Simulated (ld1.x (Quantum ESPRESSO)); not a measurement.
# Before and after: TM potential for thallium

| Item | Value |
| --- | --- |
| Element | thallium |
| Generator | ld1.x (Quantum ESPRESSO) 7.5 |
| Type | norm-conserving Troullier–Martins (Kleinman–Bylander form) |
| Functional | PBE |
| Relativity | scalar-relativistic |
| Frozen core | [Xe] 4f14 5d10 |
| Valence charge | 3 |
| Reference configuration | 6s1 6p0 (charge +2) |
| Partial waves | 6p (bound, empty): rc 2.30 bohr; 6s (bound): rc 1.65 bohr |
| Local potential | the s channel |
| Core correction | none |

Change: wave 6s (bound): rc 1.65 bohr becomes 6s (bound): rc 1.82 bohr.

Cutoffs: the cutoffs (Ry, on a coarse ladder) from which the occupation-weighted sum of valence levels, in a spherical-Bessel basis at the reference potential, stays within 10 and 1 mRy of its value at 400 Ry; they do not see the model core or the augmentation charge, which bear on the density cutoff. Errors are all-electron minus pseudo energies relative to the spin-unpolarised reference configuration.

Task: What does the change do?

Result: The potential gets softer (30 Ry and 80 Ry → 18 Ry and 40 Ry); the errors of the 7 common tests hardly move; the range in which the s phases agree widens (upper end 0.5 → 1.5); neither file shows a bound ghost. A larger radius leaves more room for a smooth pseudo-wave, so fewer plane waves are needed.

```csv
quantity,base,changed
"cutoff, loose",30 Ry,18 Ry
"cutoff, tight",80 Ry,40 Ry
bound ghosts,none,none
"error for 6s2 6p1, meV [ΔE -25.95 eV]",+447,+444
"error for 6s2 6p0, meV [ΔE -20.78 eV]",+180,+181
"error for 6s2 6p0.5, meV [ΔE -24.09 eV]",+313,+312
"error for 6s1 6p1, meV [ΔE -12.50 eV]",+227,+225
"error for 6s2 6p1.3, meV [ΔE -26.44 eV]",+511,+507
"error for 6s0 6p3, meV [ΔE -10.74 eV]",+823,+808
"error for 6s1 6p2, meV [ΔE -18.54 eV]",+558,+553
s: phases at 2.49 bohr within 0.05 rad from the reference energy up to (Ry; the scan ends near 5),0.5,1.5
p: phases at 2.49 bohr within 0.05 rad from the reference energy up to (Ry; the scan ends near 5),3.0,2.6
```
